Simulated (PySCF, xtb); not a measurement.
2,2,2-trifluoroacetaldehyde (C2HF3O), SMILES FC(C=O)(F)F.

Harmonic wavenumbers (cm⁻¹) from GFN2-xTB (xtb 6.7.1) at its own minimum, in rising order: 52, 205, 273, 404, 460, 474, 641, 785, 889, 1071, 1092, 1157, 1308, 1836, 2831.

Q: What does PBE0-D3(BJ)/def2-SVP (PySCF 2.14.0) give at its own minimum? (The exact figures need the calculation; the answer reports its results.)

A: 75, 254, 314, 441, 540, 542, 723, 873, 992, 1249, 1255, 1364, 1411, 1931, 2979. Paired by order, the mean absolute difference is 98 cm⁻¹ and the zero-point energies are 19.3 and 21.4 kcal/mol.
